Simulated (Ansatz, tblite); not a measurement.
Spin states of the cluster Au3S⁺, each relaxed with r2SCAN-D4/def2-SVP in Ansatz. Electronic energies in the gas phase.

In the def2 sets Au takes a core potential; there is no spin–orbit coupling. The xTB rows come from tblite. LC-ωPBE has ω = 0.4 bohr⁻¹. Correlated methods freeze 5 core orbitals; core or outer-core shells of Au are correlated, in sets that lack core-valence functions. The structure comes from a short search, and lower isomers may exist.

Singlet geometry (C3v within 0.1 Å):

```xyz
4

Au   -1.6937   -0.9290    0.4464
Au    1.6802   -1.0540    0.0324
Au    0.1159    1.9419    0.3724
S    -0.1023    0.0411   -0.8512
```

Triplet geometry:

Cartesian coordinates in Å:
```
Au -1.158 0.585 1.414
Au 1.098 -2.070 -0.527
Au 0.438 1.899 -0.132
S -0.378 -0.414 -0.755
```

Quintet geometry (C2v within 0.1 Å):

Cartesian coordinates in Å:
```
Au 0.746 -0.329 1.592
Au -0.817 0.324 -1.558
Au 1.629 -0.025 -0.814
S -1.558 0.030 0.780
```

⟨S²⟩: triplet 2.01 at PBE0-D4/def2-TZVP (pure 2.00), quintet 6.02 at PBE0-D4/def2-TZVP (pure 6.00).

Only these spin states were relaxed. The triplet has other bonds than the singlet, so the gap mixes isomer and spin. The quintet has other bonds than the singlet, so the gap mixes isomer and spin.

| level | triplet − singlet (kcal/mol) | quintet − singlet (kcal/mol) | lowest of these | remarks |
| --- | --- | --- | --- | --- |
| GFN1-xTB | 25.7 | 54.8 | singlet | – |
| GFN2-xTB | 46.4 | 111.4 | singlet | – |
| LDA (SPW92)/def2-TZVP | 40.0 | 75.8 | singlet | – |
| PBE-D4/def2-TZVP | 38.7 | 74.7 | singlet | – |
| BLYP-D4/def2-TZVP | 36.2 | 71.3 | singlet | – |
| r2SCAN-D4/def2-TZVP | 40.5 | 72.4 | singlet | – |
| PBE0-D4/def2-TZVP | 46.2 | 84.4 | singlet | – |
| LC-ωPBE/def2-TZVP | 54.6 | 96.1 | singlet | – |
| ωB97X-V/def2-TZVP | 54.0 | 97.5 | singlet | – |
| B2PLYP/def2-TZVP | 47.1 | 83.7 | singlet | test for broken spin undecided (singlet) |
| RPA@PBE/def2-TZVP | 43.7 | 79.3 | singlet | – |

Change of the quintet − singlet gap on mixing in exact exchange, in kcal/mol: PBE to PBE0 (25 % exact exchange) 9.7.

The xTB methods have no spin-polarisation term.
